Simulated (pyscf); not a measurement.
## HO–Bi(OH)–F, singlet

Gas-phase minimum from PySCF at ωB97X-D3(BJ)/def2-SVP, one conformer. 

SMILES: [OH][Bi]([OH])[F]
```xyz
6

O      1.8098    -1.2698    -0.8848
Bi     1.1953     0.6624    -0.4873
O      1.6204     0.6698     1.5285
F     -0.7319     0.0305    -0.3136
H      1.0637    -1.8739    -0.7565
H      1.5392    -0.2079     1.9269
```
Charge 0, spin multiplicity 1.

Bonds (Å): O1–Bi2 2.066, O1–H5 0.969, Bi2–O3 2.060, Bi2–F4 2.036, O3–H6 0.967. Bond angles (°): Bi2–O1–H5 109.2, O1–Bi2–O3 97.5, O1–Bi2–F4 90.4, O3–Bi2–F4 96.5, Bi2–O3–H6 112.5.

Properties at ωB97X-D3(BJ)/def2-SVP:

- Harmonic wavenumbers, unscaled: 105, 159, 191, 286, 299, 581, 597, 618, 809, 842, 3854, 3871 cm⁻¹
- Zero-point energy: 17.5 kcal/mol
- Rotational symmetry number: 1
- Entropy of this conformer at 298 K and 1 atm, rigid rotor and harmonic oscillator, modes under 100 cm⁻¹ raised to 100: 342.0 J/(mol K)
- Dipole moment: 1.99 D

Single-point totals, which compare only within one level (frozen core for MP2 and CC):

```
level                   total energy (hartree)
----------------------  ----------------------
ωB97X-D3(BJ)/def2-TZVP              -466.40300
PBE/def2-TZVP                       -466.09839
r²SCAN/def2-TZVP                    -466.30256
B3LYP-D3(BJ)/def2-TZVP              -466.39430
PBE0-D3(BJ)/def2-TZVP               -466.05714
M06-2X/def2-TZVP                    -466.08093
ωB97M-D3(BJ)/def2-TZVP              -466.37147
HF/def2-TZVPP                       -464.04520
MP2/def2-TZVPP                      -465.22861
CCSD/def2-TZVPP                     -465.19379
CCSD(T)/def2-TZVPP                  -465.23179
```

Soft torsions are taken as harmonic, which can shift the entropy by several J/(mol K). The CCSD(T) − MP2 part came from Ansatz, without density fitting, on the same reference. The frozen core leaves the outer d or s,p core shells of the metals and heavy elements correlated in the MP2 and CC values, and def2-TZVPP describes them poorly, so these totals are far from the basis limit. Elements past Kr carry the def2 core potentials, without spin-orbit coupling.
